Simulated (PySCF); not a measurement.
B3LYP has the VWN-RPA correlation part, as in Gaussian. 

Cartesian coordinates (Å):
```xyz
6

Sc    -0.0045    -0.0374     0.0899
F     -0.1976    -1.7803     0.6758
O      1.4284     0.9572     0.7334
H      2.1199     1.5740     1.0150
O     -1.2799     0.6512    -1.0774
H     -1.8493     1.1718    -1.6629
```
Charge 0, spin multiplicity 1.

Problem. Estimate the charge on the central atom (meta-Löwdin), HOMO–LUMO gap and HOMO that PySCF with B3LYP-D3(BJ)/def2-TZVP // BP86-D3(BJ)/def2-SVP returns for this input.

Solution. 
```yaml
charge on the central atom (meta-Löwdin): 1.44 e
HOMO–LUMO gap: 6.41 eV
HOMO: -8.50 eV
```
